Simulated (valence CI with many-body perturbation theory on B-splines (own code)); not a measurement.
# E1 line list for In⁴⁴⁺

Computed by relativistic CI+MBPT: three valence electrons over a frozen Dirac-Fock core [He], radial functions for each j: 11 s, 11 p, 9 d, 7 f, 5 g, 2 h, 1 i, with the one-electron correlation potential Σ1 (screened to all orders), the two-electron term Σ2, the three-electron term Σ3, Breit, model QED; selected single and double excitations, second order for the rest (own B-spline code, finite nucleus).

The last digits are not significant, and no measured levels were compared; by estimate large intervals hold to a few tenths of a per cent, small ones and those within an open d or f shell to about a per cent.

Lines 1 to 50 of 276 in falling wavelength, among levels below 39150 × 10³ cm⁻¹, chosen from the strongest by gf and those to the six lowest levels. Wavelengths and rates use the calculated energies. Electric multipoles are in the length gauge, E1 and E2 with the static RPA response of the core. Weak lines are less certain than strong ones. Lines between different terms over intervals too small for the method are left out, as are lines whose strength nearly cancels. The highest levels of a list are the least certain.

Levels are named by their leading jj configuration (3d3/2^4 stands for four electrons in 3d with j = 3/2), which in mixed levels can hold well under half, so a name can repeat and another be missing. Letters in brackets count levels of one name in rising energy.

```
λ vac (Å)                          Upper                          Lower   A (s⁻¹)  S (a.u.) with core polarisation  S without
    232.3         (2s 2p3/2 3d5/2) J=9/2         (2s 2p3/2 3p3/2) J=7/2  3.01e+09                         1.86e-01   1.86e-01
    229.9      (2p1/2 2p3/2 3d5/2) J=9/2      (2p1/2 2p3/2 3p3/2) J=7/2  3.60e+09                         2.16e-01   2.16e-01
    225.0      (2p1/2 2p3/2 3d5/2) J=7/2  (2p1/2 2p3/2 3p3/2) J=5/2 [a]  3.17e+09                         1.43e-01   1.43e-01
    224.5         (2s 2p1/2 3d5/2) J=7/2         (2s 2p1/2 3p3/2) J=5/2  3.39e+09                         1.51e-01   1.51e-01
    218.1         (2s 2p3/2 3p1/2) J=5/2            (2s 2p3/2 3s) J=5/2  2.39e+09                         7.35e-02   7.35e-02
    212.6     (2s 2p1/2 3d5/2) J=5/2 [a]     (2s 2p1/2 3p3/2) J=3/2 [a]  3.24e+09                         9.23e-02   9.23e-02
    212.1          (2p1/2^2 3d5/2) J=5/2          (2p1/2^2 3p3/2) J=3/2  2.55e+09                         7.20e-02   7.20e-02
    208.9  (2p1/2 2p3/2 3d5/2) J=5/2 [b]  (2p1/2 2p3/2 3p3/2) J=3/2 [b]  2.89e+09                         7.79e-02   7.79e-02
    199.4  (2p1/2 2p3/2 3d5/2) J=5/2 [a]  (2p1/2 2p3/2 3p3/2) J=3/2 [a]  2.90e+09                         6.81e-02   6.81e-02
    198.4     (2s 2p1/2 3d5/2) J=5/2 [b]     (2s 2p1/2 3p3/2) J=3/2 [b]  4.14e+09                         9.57e-02   9.57e-02
    196.0     (2s 2p3/2 3d5/2) J=7/2 [a]     (2s 2p3/2 3p3/2) J=5/2 [a]  3.77e+09                         1.12e-01   1.12e-01
    193.9     (2s 2p3/2 3d5/2) J=7/2 [b]     (2s 2p3/2 3p3/2) J=5/2 [b]  3.39e+09                         9.76e-02   9.76e-02
    132.4      (2p1/2 2p3/2 3d3/2) J=7/2     (2s 2p3/2 3d3/2) J=5/2 [b]  8.96e+09                         8.21e-02   8.22e-02
    126.7      (2p1/2 2p3/2 3p3/2) J=7/2         (2p1/2 2p3/2 3s) J=5/2  2.54e+10                         2.04e-01   2.04e-01
    124.7     (2s 2p3/2 3d3/2) J=5/2 [a]         (2s 2p3/2 3p1/2) J=5/2  7.41e+09                         4.25e-02   4.25e-02
    124.2         (2s 2p1/2 3d3/2) J=5/2             (2s^2 3d3/2) J=3/2  9.40e+09                         5.33e-02   5.33e-02
    123.3     (2s 2p3/2 3p3/2) J=3/2 [a]        (2s 2p3/2 3s) J=3/2 [a]  1.39e+10                         5.13e-02   5.13e-02
    121.4     (2s 2p3/2 3d3/2) J=5/2 [a]     (2s 2p3/2 3p1/2) J=3/2 [a]  8.24e+09                         4.36e-02   4.36e-02
    120.7  (2p1/2 2p3/2 3d3/2) J=5/2 [a]  (2p1/2 2p3/2 3p1/2) J=3/2 [a]  1.48e+10                         7.71e-02   7.72e-02
    120.5          (2p1/2^2 3d3/2) J=3/2          (2p1/2^2 3p1/2) J=1/2  2.03e+10                         7.03e-02   7.03e-02
    120.3         (2s 2p3/2 3d3/2) J=7/2         (2s 2p3/2 3p1/2) J=5/2  1.43e+10                         9.86e-02   9.86e-02
    118.4     (2s 2p3/2 3d3/2) J=3/2 [a]     (2s 2p3/2 3p1/2) J=3/2 [a]  1.24e+10                         4.06e-02   4.06e-02
    118.3  (2p1/2 2p3/2 3p3/2) J=3/2 [a]         (2p1/2 2p3/2 3s) J=1/2  1.37e+10                         4.48e-02   4.48e-02
    117.0     (2s 2p1/2 3d3/2) J=3/2 [a]     (2s 2p1/2 3p1/2) J=1/2 [a]  1.84e+10                         5.81e-02   5.81e-02
    116.2     (2s 2p1/2 3p3/2) J=3/2 [b]        (2s 2p1/2 3s) J=1/2 [b]  1.67e+10                         5.17e-02   5.17e-02
    115.6          (2p1/2^2 3p3/2) J=3/2             (2p1/2^2 3s) J=1/2  1.71e+10                         5.21e-02   5.21e-02
    115.5  (2p1/2 2p3/2 3p3/2) J=5/2 [b]     (2s 2p3/2 3p3/2) J=3/2 [b]  1.79e+10                         8.17e-02   8.17e-02
    114.7         (2s 2p1/2 3p3/2) J=5/2             (2s^2 3p3/2) J=3/2  2.22e+10                         9.91e-02   9.92e-02
    114.5      (2p1/2 2p3/2 3d3/2) J=7/2      (2p1/2 2p3/2 3p1/2) J=5/2  8.21e+09                         4.87e-02   4.87e-02
    114.4  (2p1/2 2p3/2 3p3/2) J=5/2 [a]     (2p1/2 2p3/2 3s) J=3/2 [a]  2.91e+10                         1.29e-01   1.29e-01
    111.3         (2s 2p3/2 3p3/2) J=7/2            (2s 2p3/2 3s) J=5/2  3.42e+10                         1.86e-01   1.86e-01
    111.1     (2s 2p3/2 3d3/2) J=5/2 [b]     (2s 2p3/2 3p1/2) J=3/2 [b]  1.75e+10                         7.12e-02   7.13e-02
    111.1     (2s 2p3/2 3p3/2) J=5/2 [a]        (2s 2p3/2 3s) J=3/2 [a]  1.53e+10                         6.23e-02   6.23e-02
    110.4        (2s 2p3/2 3s) J=3/2 [b]             (2p1/2^2 3s) J=1/2  2.15e+10                         5.72e-02   5.72e-02
    110.2             (2s^2 3d3/2) J=3/2             (2s^2 3p1/2) J=1/2  1.97e+10                         5.22e-02   5.22e-02
    106.4  (2p1/2 2p3/2 3p3/2) J=3/2 [b]     (2p1/2 2p3/2 3s) J=3/2 [b]  2.28e+10                         5.43e-02   5.43e-02
    105.1         (2p1/2 2p3/2 3s) J=5/2        (2s 2p3/2 3s) J=3/2 [b]  2.19e+10                         7.53e-02   7.54e-02
    104.3     (2s 2p1/2 3p3/2) J=3/2 [a]        (2s 2p1/2 3s) J=1/2 [a]  3.86e+10                         8.64e-02   8.64e-02
    98.08             (2s^2 3p3/2) J=3/2                (2s^2 3s) J=1/2  3.89e+10                         7.24e-02   7.24e-02
    97.61     (2s 2p3/2 3p3/2) J=1/2 [b]            (2s 2p3/2 3s) J=1/2  3.93e+10                         3.61e-02   3.61e-02
    97.38         (2s 2p1/2 2p3/2) J=5/2             (2s^2 2p3/2) J=3/2  3.17e+09                         8.67e-03   8.69e-03
    97.22     (2s 2p3/2 3p3/2) J=5/2 [a]            (2s 2p3/2 3s) J=5/2  2.01e+10                         5.46e-02   5.46e-02
    97.03         (2s 2p1/2 3p3/2) J=5/2            (2s 2p1/2 3s) J=3/2  1.94e+10                         5.25e-02   5.25e-02
    95.30     (2s 2p3/2 3p3/2) J=3/2 [b]            (2s 2p3/2 3s) J=1/2  3.00e+10                         5.13e-02   5.13e-02
    94.70     (2s 2p1/2 3p3/2) J=3/2 [b]            (2s 2p1/2 3s) J=3/2  2.36e+10                         3.95e-02   3.95e-02
    93.37  (2p1/2 2p3/2 3p3/2) J=5/2 [b]     (2s 2p3/2 3p3/2) J=5/2 [b]  2.06e+10                         4.96e-02   4.96e-02
    88.00             (2s 2p1/2^2) J=1/2             (2s^2 2p1/2) J=1/2  6.57e+09                         4.42e-03   4.43e-03
    80.87          (2p1/2^2 2p3/2) J=3/2     (2s 2p1/2 2p3/2) J=3/2 [b]  7.02e+09                         7.33e-03   7.35e-03
    76.36          (2p1/2^2 3d5/2) J=5/2         (2s 2p1/2 3d5/2) J=7/2  2.06e+10                         2.72e-02   2.73e-02
    71.96     (2s 2p1/2 2p3/2) J=3/2 [b]             (2s^2 2p3/2) J=3/2  4.08e+09                         3.00e-03   3.01e-03
```
